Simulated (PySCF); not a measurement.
Stepwise substitution at one centre (Si SH-H). Isolated molecules, 0 K electronic values unless said otherwise. One relaxed conformer stands for each flexible species; it need not be the lowest. Strings in code marks are SMILES.

The T1 excitation (TDA) from two functionals at the same geometries (PBE0-D3(BJ)/def2-TZVP), both in PySCF: PBE-D3(BJ)/def2-TZVP and ωB97X-D3(BJ)/def2-TZVP. Excitations are Tamm–Dancoff values on a coarser integration grid. The basis has no diffuse functions, so Rydberg states are missing or too high.

```json
[
 {"species": "0 of 4 SH replaced by H (`S[Si](S)(S)S`)", "PBE-D3(BJ)/def2-TZVP (eV)": "4.85", "ωB97X-D3(BJ)/def2-TZVP (eV)": "5.68"},
 {"species": "1 of 4 SH replaced by H (`S[SiH](S)S`)", "PBE-D3(BJ)/def2-TZVP (eV)": "5.23", "ωB97X-D3(BJ)/def2-TZVP (eV)": "5.85"},
 {"species": "2 of 4 SH replaced by H (`S[SiH2]S` (H–S–Si–S torsion 56°, S–Si–S–H torsion 56°))", "PBE-D3(BJ)/def2-TZVP (eV)": "5.00", "ωB97X-D3(BJ)/def2-TZVP (eV)": "5.69"},
 {"species": "3 of 4 SH replaced by H (`[SiH3]S`)", "PBE-D3(BJ)/def2-TZVP (eV)": "5.32", "ωB97X-D3(BJ)/def2-TZVP (eV)": "5.81"}
]
```

Over these rows, drawn at random from the members with no instability flagged (it was tested for open shells, ions and some series alone), PBE minus ωB97X-D3(BJ): mean -0.66 eV, from -0.84 eV to -0.50 eV.
